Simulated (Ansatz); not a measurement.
C2H7GeNO can be A, `[CH3][GeH]([NH2])[CH]=O`, or B, `C[N](C)[Ge][OH]`.

Computed with Ansatz on PBE0-D4/def2-TZVP structures; ΔE is electronic, products minus reactants. CCSD(T)/CBS is the MP2 limit (def2-TZVPP, def2-QZVPP) plus CCSD(T) − MP2 in def2-TZVPP, frozen cores. DFT in def2-TZVPP. B3LYP here is the variant with VWN-RPA as its local correlation; programs differ in this. For Ge outer-core shells are correlated without core-valence functions, which leaves a few kJ/mol of doubt a bond. Scalar relativity is left out up to krypton. One conformer a species, not always the lowest.

(1) Which isomer does CCSD(T)/CBS put lower? Give the gap. (Estimate.)

(2) Give E(B) − E(A) in kcal/mol with B3LYP-D4, B3LYP, PBE-D4, B2PLYP, HF/def2-TZVPP, PBE0-D4, CCSD(T)/def2-TZVPP. (Best estimate.)

Largest T1 diagnostic: 0.014.

Results:

(1) Computed: B, by 21.5 kcal/mol.

(2) Computed: B3LYP-D4 -23.7, B3LYP -22.5, PBE-D4 -23.1, B2PLYP -21.2, HF/def2-TZVPP -15.1, PBE0-D4 -21.7, CCSD(T)/def2-TZVPP -17.9. None reverses the order clearly.

The D4 term adds −1.2 kcal/mol with B3LYP and −0.6 kcal/mol with PBE0; it sums over pairs of atoms, weighted by their polarisabilities, and B3LYP, whose exchange is more repulsive, gets the larger term. In def2-TZVPP, CCSD(T) changes the Hartree–Fock value by −2.8 kcal/mol (the triples alone add −0.4 kcal/mol) and MP2 by −4.1 kcal/mol.
